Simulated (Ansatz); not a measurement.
`C[Si]Cl` and `Cl[Si]Br` differ in one atom or group.

Ansatz, PBE0-D4/def2-TZVP geometries, multiplicity 1. 

Scalar relativity is left out up to krypton.

```
                                          property  `C[Si]Cl`
size of the dipole moment (ωB97M-V/def2-TZVPP) / D       1.74
             LUMO energy (ωB97M-V/def2-TZVPP) / eV      -0.49
               LUMO energy (B3LYP/def2-TZVPP) / eV      -2.68
               HOMO–LUMO gap (PBE/def2-TZVPP) / eV       2.28
                 HOMO energy (PBE/def2-TZVPP) / eV      -5.59
             HOMO–LUMO gap (B3LYP/def2-TZVPP) / eV       3.82
```

(1) What does the change do to each property? (An estimate is asked.)

## Answers

(1) The calculation gave: 
```tsv
property	`Cl[Si]Br`	shift
size of the dipole moment (ωB97M-V/def2-TZVPP) / D	1.11	-0.63
LUMO energy (ωB97M-V/def2-TZVPP) / eV	-0.97	-0.48
LUMO energy (B3LYP/def2-TZVPP) / eV	-3.12	-0.44
HOMO–LUMO gap (PBE/def2-TZVPP) / eV	2.84	0.56
HOMO energy (PBE/def2-TZVPP) / eV	-6.55	-0.96
HOMO–LUMO gap (B3LYP/def2-TZVPP) / eV	4.32	0.50
```

With PBE0 the HOMO falls by 0.95 eV and the LUMO falls by 0.47 eV, so the gap widens by about 0.48 eV. PBE moves the HOMO by -0.96 eV and ωB97M-V by -0.89 eV. The zero-point energy changes by -90.1 kJ/mol with -9 modes. Dipoles are sizes alone; their direction can turn.

B3LYP here is the variant with VWN-RPA as its local correlation; programs differ in this.

Spin–orbit coupling is left out; it splits and shifts lone-pair levels of the heavy atoms by tenths of an eV.
